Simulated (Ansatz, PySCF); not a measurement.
B(CCH)(F)(OH) (C2H2BFO), SMILES B(C#C)(O)F.

Geometry: B3LYP-D3(BJ)/def2-SVP. Other conformers were not sampled.

Vertical ionisation energy (IE) and electron affinity (EA) in eV. Rows of orbital energies are one-electron estimates. Where ΔSCF, EOM or ADC give a negative EA the extra electron is unbound and the value depends on the basis.

```csv
level,IE,EA
"−ε(HOMO), −ε(LUMO), PBE/def2-TZVP (PySCF)",7.35,2.01
"ΔSCF, CAM-B3LYP/def2-SVPD (Ansatz), final states of multiplicity 2 and 2",(withheld),(withheld)
```

Q: Some entries are withheld; supply them. (Estimate from the structure and the level; the computed values follow.)

A: 
- ΔSCF, CAM-B3LYP/def2-SVPD (Ansatz, a program for electronic structure), final states of multiplicity 2 and 2, IE: 11.37
- ΔSCF, CAM-B3LYP/def2-SVPD (Ansatz), final states of multiplicity 2 and 2, EA: -0.94

Q: What vertical singlet–triplet gap does ΔSCF give with CAM-B3LYP/def2-SVPD (Ansatz)? (Estimate from the structure and the level; the computed values follow.)

A: 4.82 eV (triplet above singlet where positive).
